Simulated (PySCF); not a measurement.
These are B3LYP-D3(BJ)/def2-TZVP // B3LYP-D3(BJ)/def2-SVP run with PySCF values and carry that method's errors. Gas-phase values, no solvent. One relaxed conformer stands for a flexible species; it need not be the lowest. B3LYP has the VWN-RPA correlation part, as in Gaussian. 

Reference species (SMILES): `N[Si](N)(N)N` (neutral, multiplicity 1).

```json
{
  "HOMO": "-6.50 eV",
  "HOMO–LUMO gap": "6.92 eV"
}
```

Changed species: `C([Si](N)(N)CC)C` (2 of 4 NH2 replaced by C2H5; the reference has 0 of 4 NH2 replaced by C2H5).

Q: Give the shifts of the HOMO and HOMO–LUMO gap.

A: the HOMO falls by 0.09 eV, to -6.59 eV; the HOMO–LUMO gap rises by 0.04 eV, to 6.96 eV.
